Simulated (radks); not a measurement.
Values are calculated unless marked as measured or tabulated.
Task: These are the eigenvalues of the occupied orbitals of an atom or ion with whole-number occupations (eV). Level of theory: scalar-relativistic Kohn-Sham, exchange-only r2SCAN, spin-polarised, spherical densities, finite nucleus; meta-GGA in the generalised Kohn-Sham scheme; Fermi nuclear charge, rms radius of each element as measured or else 0.836 A^(1/3) + 0.57 fm (a radial shooting solver on a logarithmic mesh with Libxc functionals).

1s up: -43522.89
1s down: -43522.78
2s up: -7106.461
2s down: -7106.326
2p up: -6354.955
2p down: -6354.825
3s up: -1594.789
3s down: -1593.768
3p up: -1356.353
3p down: -1355.308
3d up: -1025.525
3d down: -1024.635
4s up: -365.9311
4s down: -363.0108
4p up: -286.8002
4p down: -283.8545
4d up: -173.6859
4d down: -170.5894
5s up: -87.0948
5p up: -65.7622
5p down: -62.2497
4f up: -52.5371
5d up: -37.2675

Which element is it, and in what charge state? The configuration may be excited. Open shells, if any, are filled with parallel spins first.

Result: Z = 60, neodymium, charge +4: Nd4+ in [Kr] 4d10 4f2 5s1 5p6 5d1. The list shows which subshells hold electrons but not how many an open one holds; the 1s level, -1599.4 hartree, gives Z - s = 56.6 by -(Z - s)^2/2, which with screening and relativity narrows Z to a few neighbours, and the depths of the outer levels then fix element, charge and occupations together.
